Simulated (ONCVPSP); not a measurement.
What one change does to a pseudopotential (O (Z = 8), ONCV)

| Quantity | Value |
| --- | --- |
| Element | O |
| Generator | ONCVPSP 4.0.1 |
| Type | optimised norm-conserving Vanderbilt (ONCV) |
| Functional | revPBE |
| Relativity | scalar-relativistic |
| Frozen core | [He] |
| Valence charge | 6 |
| Reference configuration | 2s2 2p3 (charge +1) |
| Partial waves | 2s: rc 0.70 bohr, ncon 3, nbas 7, qcut 10.1 1/bohr, 1 projector; 2p: rc 1.65 bohr, ncon 3, nbas 6, qcut 8.4 1/bohr, 3 projectors, debl 3.3 Ha; d scattering state at 0.45 Ha: rc 1.75 bohr, ncon 4, nbas 6, qcut 5 1/bohr, 1 projector |
| Local potential | polynomial inside 0.55 bohr (lpopt 5, dvloc0 0 Ha) |
| Core correction | Teter function, fcfact 2.25, rcfact 1.25 |

Change: core correction Teter function fitted to the true core (icmod 2), fcfact 0.2.

Cutoffs: the cutoffs (Ha) at which the residual kinetic energy of the hardest occupied pseudo-wave falls to 1 and 0.1 mHa per electron; they do not see the model core or the augmentation charge, which bear on the density cutoff. Errors are all-electron minus pseudo energies relative to the spin-unpolarised reference configuration.

Problem. Predict the effect on cutoff, ghosts and configuration errors.

Solution. The potential gets neither clearly harder nor softer (43 Ha and 55 Ha → 43 Ha and 55 Ha); the errors of the 4 common tests hardly move; neither file shows a bound ghost. A model core, the more so a compact one, raises the density cutoff, which this test does not measure.

| quantity | base | changed |
| --- | --- | --- |
| cutoff, loose | 43 Ha | 43 Ha |
| cutoff, tight | 55 Ha | 55 Ha |
| bound ghosts | none | none |
| GHOST(+) flags under 300 eV | d at 74.1 eV | d at 74.1 eV |
| error for 2s2 2p4, meV [ΔE -16.37 eV] | +47 | +48 |
| error for 2s2 2p2, meV [ΔE 33.52 eV] | +144 | +147 |
| error for 2s2 2p1, meV [ΔE 87.31 eV] | +879 | +898 |
| error for 2s2 2p0, meV [ΔE 164.08 eV] | +2830 | +2912 |
| s: phases at 0.71 bohr within 0.05 rad from the reference energy up to (Ha; the scan ends near 5) | to the end of the scan | to the end of the scan |
| p: phases at 1.68 bohr within 0.05 rad from the reference energy up to (Ha; the scan ends near 5) | to the end of the scan | to the end of the scan |
| d: phases at 1.78 bohr within 0.05 rad from the reference energy up to (Ha; the scan ends near 5) | 2.6 | 2.6 |
| rms error of d²Exc/dni dnj with the model core, mHa | 2.02 | 2.15 |
